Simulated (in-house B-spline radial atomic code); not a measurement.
Orbital energies and mean radii along the 18-electron series, configuration [Ne] 3s2 3p6. The effective charge is n√(-2ε), a non-relativistic measure. Computed with an all-electron radial atomic-structure program (B-spline basis): Dirac-Hartree-Fock, average of the configuration, finite nuclei.

```tsv
ion	Z	energy of 3p1/2 (Eh)	mean radius of 3p1/2 (bohr)	energy of 2p3/2 (Eh)	mean radius of 2p3/2 (bohr)	energy of 3p3/2 (Eh)	mean radius of 3p3/2 (bohr)	effective charge of 3p1/2
Sn32+	50	-78.358	0.29602	-205.68	0.10969	-76.34	0.30415	37.556
Sb33+	51	-82.806	0.28841	-216	0.10727	-80.589	0.29668	38.607
Te34+	52	-87.384	0.28115	-226.57	0.10495	-84.953	0.28955	39.66
I35+	53	?	?	?	?	?	?	?
Xe36+	54	-96.936	0.26758	-248.49	0.10059	-94.029	0.27626	41.771
Cs37+	55	-101.91	0.26123	-259.83	0.098541	-98.741	0.27004	42.83
Ba38+	56	-107.02	0.25515	-271.44	0.096569	-103.57	0.2641	43.891
La39+	57	?	?	?	?	?	?	?
Ce40+	58	?	?	?	?	?	?	?
Pr41+	59	-123.17	0.23831	-307.79	0.091085	-118.76	0.24769	47.087
Nd42+	60	-128.84	0.23312	-320.43	0.089388	-124.05	0.24265	48.157
Pm43+	61	-134.64	0.22813	-333.32	0.08775	-129.47	0.2378	49.229
```

(1) Fill in the row of I35+.

(2) Fill in the row of La39+.

(3) Fill in the row of Ce40+.

(4) How does the screening of 3p1/2 change?

## Answers

(1) energy of 3p1/2 (Eh): -92.094; mean radius of 3p1/2 (bohr): 0.27422; energy of 2p3/2 (Eh): -237.4; mean radius of 2p3/2 (bohr): 0.10272; energy of 3p3/2 (Eh): -89.433; mean radius of 3p3/2 (bohr): 0.28275; effective charge of 3p1/2: 40.715.

(2) energy of 3p1/2 (Eh): -112.27; mean radius of 3p1/2 (bohr): 0.24931; energy of 2p3/2 (Eh): -283.3; mean radius of 2p3/2 (bohr): 0.094672; energy of 3p3/2 (Eh): -108.51; mean radius of 3p3/2 (bohr): 0.2584; effective charge of 3p1/2: 44.954.

(3) energy of 3p1/2 (Eh): -117.65; mean radius of 3p1/2 (bohr): 0.2437; energy of 2p3/2 (Eh): -295.41; mean radius of 2p3/2 (bohr): 0.092846; energy of 3p3/2 (Eh): -113.58; mean radius of 3p3/2 (bohr): 0.25293; effective charge of 3p1/2: 46.019.

(4) Z less the effective charge goes from 12.44 at Z = 50 to 11.77 at Z = 61.
